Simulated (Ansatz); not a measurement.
## GeH3F (GeFH3): the energy, rung by rung

GeH3F: 5 atoms, total charge 0, spin state singlet. SMILES: `[H][Ge]([H])([H])[F]`. Geometry: a GFN2-xTB relaxation, a rough one for these elements and not checked as a minimum.

```xyz
5

Ge   -0.0013    0.0007   -0.1397
F     0.0103   -0.0182    1.5949
H     1.4486    0.0117   -0.4946
H    -0.7318    1.2607   -0.4655
H    -0.7258   -1.2550   -0.4950
```

Each level gives the energy change with the Ge1–H4 bond stretched from 1.492 to 3.731 Å (eV). The values are calculated.

```csv
level,kind,program,value (eV),less FCI/STO-3G
SVWN5/STO-3G (restricted),LDA,Ansatz,6.46,+1.77
PBE/STO-3G (restricted),GGA,Ansatz,6.18,+1.49
r2SCAN/STO-3G (restricted),meta-GGA,Ansatz,6.67,+1.98
r2SCAN0/STO-3G (restricted),hybrid meta-GGA,Ansatz,7.57,+2.88
wB97M-V/STO-3G (restricted),range-separated hybrid,Ansatz,8.05,+3.36
B2PLYP/STO-3G (restricted),double hybrid,Ansatz,6.49,+1.80
RPA@PBE/STO-3G (restricted),RPA,Ansatz,5.42,+0.73
CCSD/STO-3G (restricted),coupled cluster or CI,Ansatz,4.97,+0.28
FCI/STO-3G,exact in the basis,Ansatz,4.69,0.00
```

FCI/STO-3G is exact within its basis and frozen core, so for wave-function methods in that basis the difference is their error; functionals converge differently with the basis, so for them it is only a difference. All-electron rows without a relativistic Hamiltonian named are non-relativistic. The first shape isn't each level's own minimum. The values span 4.69 to 8.05 eV. All rows use very small basis sets, so even the best lies far from the true value. In the correlated wave-function rows the outer d shell of Ge is correlated, in sets not made for it.
